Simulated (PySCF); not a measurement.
**How methods differ on the ionisation energy of Br(21+)**

Br(21+) [Ne] 3s2 3p2 [3p1/2^2, M_J = 0] → Br(22+) [Ne] 3s2 3p1 [3p1/2^1, M_J = 1/2], as a difference of total energies. Calculation: PySCF 2.14, in an uncontracted even-tempered set (19 s from 2.5 bohr⁻², ratio 2.4; 13 p from 3.2 bohr⁻², ratio 2.4; 5 d from 13 bohr⁻², ratio 2.6; 4 f from 19 bohr⁻², ratio 2.6); the two-component X2C-1e Hamiltonian. Correlated levels: 1s2 frozen; the 50 highest virtual spinors dropped. "Screened" scales the spin-orbit matrix elements by Boettger's factors to mimic the two-electron term; Breit and QED terms are absent.

```json
{"method": "GHF (spin-free)", "ionisation energy (eV)": "914.84"}
{"method": "GMP2 (spin-free)", "ionisation energy (eV)": "915.49"}
{"method": "GHF (screened spin-orbit)", "ionisation energy (eV)": "916.44"}
{"method": "GMP2 (screened spin-orbit)", "ionisation energy (eV)": "918.01"}
```

**Question.** How much does correlation contribute at GMP2 (screened spin-orbit)?

**Answer.** 918.01 − (916.44) = 1.57 eV, measured against GHF (screened spin-orbit).

Breit and QED terms and the two-electron picture change are absent.

The spin-free rows relax to the high-spin LS determinant and lack the spin-orbit shift.

The labels give the starting determinants; with spin-orbit coupling the two ends relaxed to ⟨J²⟩ = 0.06, ⟨L²⟩ = 1.37, ⟨S²⟩ = 1.37 and ⟨J²⟩ = 0.75, ⟨L²⟩ = 2.01, ⟨S²⟩ = 0.75.

For comparison: 920.8 ± 2.2 eV (semi-empirical (NIST evaluation); NIST Atomic Spectra Database, ionization energies).
